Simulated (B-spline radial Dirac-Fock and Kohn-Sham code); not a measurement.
Auger decay of the K hole in Ca⁺

System: calcium as Ca⁺ in the configuration [Ar] 4s1, inside a Watson sphere of charge -1 and radius 2.4 Å (a model of the Madelung potential; inside it an electron's potential energy is raised by 6.0 eV).

Model: independent-particle radiative and Coulomb Auger rates from relativistic LDA hole-state orbitals, with Dirac-Fock energies. Program: a radial finite-basis atomic code. Kinetic energies are configuration averages from the vacuum level; the two-hole energies are estimated from single-hole states.

| transition | kinetic energy (eV) | width (meV) | share (%) |
| --- | --- | --- | --- |
| K-L1L1 | 3099.2 | 41.1 | 6.4 |
| K-L1L2 | 3192.1 | 46.8 | 7.3 |
| K-L1L3 | 3195.8 | 88.7 | 13.8 |
| K-L2L3 | 3277.6 | 215 | 33.4 |
| K-L3L3 | 3280.4 | 121 | 18.9 |
| K-L1M1 | – | 10.4 | 1.6 |
| K-L1M3 | 3543.7 | 10.4 | 1.6 |
| K-L2M3 | 3632.6 | 22.3 | 3.5 |
| K-L3M2 | 3635.7 | 22.2 | 3.5 |
| K-L3M3 | 3636.6 | 25.4 | 4.0 |

A dash stands for an energy that rests on an unreliable hole state.

For K holes below about Z = 40 intermediate coupling redistributes the KLL shares among these jj groups. The listed channels hold 94 % of the non-radiative rate. Summed by principal shells, of 0.643 eV in all: KLL 81.1 %, KLM 17.6 %, KMM 1.0 %, KLN 0.3 %.

Values without a named source are computed, but for edge energies of neutral atoms, which are taken from tables.
